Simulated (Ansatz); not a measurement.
Calculated with Ansatz (gas phase, PBE0-D4/def2-TZVP geometries, no zero-point term in ΔE). CCSD(T)/CBS is the MP2 limit (def2-TZVPP, def2-QZVPP) plus CCSD(T) − MP2 in def2-TZVPP, frozen cores. Functionals use def2-TZVPP. B3LYP here is the variant with VWN-RPA as its local correlation; programs differ in this. Elements past krypton have def2 core potentials. For Sn outer-core shells are correlated without core-valence functions, which leaves a few kJ/mol of doubt a bond. One conformer a species, not always the lowest.

Reaction (stannylene formation by 1,1-elimination): `C[O][Sn]([CH3])([SH])[Cl]` → dimethyl ether + `[SH][Sn][Cl]`

`C[O][Sn]([CH3])([SH])[Cl]`:

```xyz
13

C     1.550    1.564    0.823
O     1.199    0.279    0.361
Sn   -0.667   -0.200    0.059
C    -0.685   -2.236   -0.512
S    -1.668    1.405   -1.406
Cl   -1.796    0.132    2.069
H     2.641    1.638    0.814
H     1.203    1.737    1.849
H     1.148    2.359    0.184
H    -0.115   -2.353   -1.433
H    -1.714   -2.556   -0.666
H    -0.226   -2.818    0.285
H    -0.870    1.049   -2.428
```

`COC`:

Cartesian coordinates in Å:
```
C 0.250 -1.010 0.516
O 0.577 0.350 0.483
C -0.183 1.051 -0.460
H -0.805 -1.165 0.785
H 0.879 -1.484 1.270
H 0.432 -1.493 -0.455
H -1.258 0.993 -0.236
H 0.129 2.095 -0.427
H -0.022 0.664 -1.476
```

`[SH][Sn][Cl]`:

```xyz
4

S    -1.454   -0.430   -0.392
Sn    0.839   -1.208   -0.226
Cl    1.761    0.835    0.573
H    -1.146    0.803    0.045
```

```csv
level,ΔE (eV)
PBE-D4,0.51
PBE0-D4,0.65
B3LYP-D4,0.45
MP2/def2-QZVPP,0.91
```

What does CCSD(T)/CBS give? (Best estimate.)

Ansatz gave: +0.87 eV. The listed levels differ from it by -0.36, -0.22, -0.42, 0.04 eV.

Largest T1 diagnostic among the species: 0.015.

In def2-TZVPP, CCSD(T) changes the Hartree–Fock value by +0.35 eV (the triples alone add +0.06 eV) and MP2 by +0.41 eV. The D4 term adds +0.20 eV with B3LYP and +0.12 eV with PBE0; it sums over pairs of atoms, weighted by their polarisabilities, and B3LYP, whose exchange is more repulsive, gets the larger term. From PBE to PBE0 (25 % exact exchange), in def2-TZVPP and without D4, ΔE moves by +0.15 eV.
